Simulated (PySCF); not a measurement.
# Gas-phase XPS of carbon sulfide selenide, computed

Species: carbon sulfide selenide, CSSe.
Numbering: `[S:1]=[C:2]=[Se:3]`

Computed, not measured: delta-SCF UKS SCAN, pcX-2 on the ionised atom, pcseg-1 elsewhere, spin-free X2C (PySCF 2.14.0). Each binding energy is the total energy of the core-ionised species, with the hole localised on one atom, minus that of the ground state; both are solved self-consistently, so orbital relaxation is included.

List the computed XPS lines with their assignment.

```json
{"atom(s)": "S1", "bonded to": "C (double bond)", "level": "S 2p3/2", "binding energy (eV)": "170.08", "2p1/2 (eV)": "171.31", "count": "1"}
{"atom(s)": "S1", "bonded to": "C (double bond)", "level": "S 1s", "binding energy (eV)": "2477.90", "2p1/2 (eV)": "–", "count": "1"}
{"atom(s)": "C2", "bonded to": "S (double bond) and Se (double bond)", "level": "C 1s", "binding energy (eV)": "293.07", "2p1/2 (eV)": "–", "count": "1"}
```

Which photon energy gives electrons from S 2p3/2 of S1 a kinetic energy of 50 eV, and what is their de Broglie wavelength?

hν = 170.08 + 50 = 220.08 eV, recoil neglected; λ = 12.264 Å/√(E/eV) = 1.73 Å.

Which effective nuclear charge Zeff reproduces each element's mean 1s value in the hydrogen-like formula E = 13.606 eV × Zeff²?

C (Z = 6): mean 293.1 eV, Zeff = 4.64, Z − Zeff = 1.36; S (Z = 16): mean 2477.9 eV, Zeff = 13.50, Z − Zeff = 2.50. Means run over the listed sites, weighted by atom count.

For 2p shells one spin-free hole was relaxed; a mean-field spin–orbit operator and the ground-state splitting of the three 2p orbitals were then diagonalised within the shell. The shell's mean is (2 × 2p3/2 + 2p1/2)/3, and the degeneracies 2j + 1 give areas of 2:1. 2p1/2 minus 2p3/2 (ligand field included): S 1.23 eV. No level of selenium is listed. Isolated species at its PBE0-D3(BJ)/def2-SVP geometry, gas phase.
